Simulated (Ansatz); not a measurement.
Coupled-cluster run, C$_{2}$H$_{5}$BSe (`B[Se]C=C`).

```yaml
crystal:
  periodic: [false, false, false]
  atoms:
    - {symbol: B, position_ang: [0.188942, 2.068726, -0.728498]}
    - {symbol: Se, position_ang: [-0.125046, 0.288504, -1.276447]}
    - {symbol: C, position_ang: [-0.021116, -0.640185, 0.378599]}
    - {symbol: C, position_ang: [-0.187624, -1.949275, 0.477804]}
    - {symbol: H, position_ang: [0.381059, 2.314551, 0.421873]}
    - {symbol: H, position_ang: [0.181020, 2.895758, -1.584868]}
    - {symbol: H, position_ang: [0.186063, -0.009023, 1.235891]}
    - {symbol: H, position_ang: [-0.120160, -2.440599, 1.442015]}
    - {symbol: H, position_ang: [-0.394739, -2.574856, -0.383470]}
basis:
  gaussian: {orbitals: def2-TZVPP}
correlation: {method: ccsd_t}
output: {orbitals: {seedname: orbitals}}
```

```sh
$ ansatz run in.yaml --threads 2 --pin off --events-out ev --progress --plain --max-ram 4352MiB
```

Log, shortened:

```
Functional definition: HF
1286 factors; integrals over basis functions are off by at most 1.0e-3 eV
mean field evaluation 1: about -68112.7469 eV, gradient 2.7e1 eV
mean field evaluation 2: about -68112.9665 eV, gradient 2.7e1 eV
mean field evaluation 4: about -68115.2657 eV, gradient 3.4e0 eV
mean field evaluation 8: about -68115.3157 eV, gradient 2.4e-1 eV
mean field -68115.31626325 eV, -2503.1917024548 hartree, gradient 2.4e-6 eV, S^2 0.000000; 0 other end points of the search recorded, 0 dependent functions left out
12 core orbitals not correlated: weight in the atoms' cores, before any rotation towards them, 1.000 or more for the frozen orbitals, at most 0.000 for the correlated occupied ones
reference -68115.31626325 eV, -2503.1917024548 hartree; 16, 16 occupied and 183, 183 virtual orbitals, 1286 factors
second order -19.10338962 eV of doubles, -0.00000000 eV of singles
cycle   1  -19.36514615 eV  change   -2.6e-1 eV  update   1.0e-1
cycle   2  -19.91767004 eV  change   -5.5e-1 eV  update   3.1e-2
cycle   3  -20.01895145 eV  change   -1.0e-1 eV  update   1.8e-2
cycle   4  -20.00605978 eV  change    1.3e-2 eV  update   5.8e-3
cycle   5  -20.00665242 eV  change   -5.9e-4 eV  update   3.3e-3
cycle   6  -20.00748361 eV  change   -8.3e-4 eV  update   1.1e-3
cycle   7  -20.00679829 eV  change    6.9e-4 eV  update   4.9e-4
cycle   8  -20.00677314 eV  change    2.5e-5 eV  update   1.5e-4
cycle   9  -20.00680507 eV  change   -3.2e-5 eV  update   5.1e-5
cycle  10  -20.00678079 eV  change    2.4e-5 eV  update   1.4e-5
perturbative correction -0.88192885 eV, -0.0324102873 hartree
Total energy: -68136.20497289 eV, -2503.9593483750 hartree
```

Run time 2.6 min (2 threads of an Arm Neoverse V2 on a shared host); peak host memory 3 GiB.

The correlation energy is -20.889 eV, 4.2 % of it from (T); the T1 diagnostic reads 0.0130.
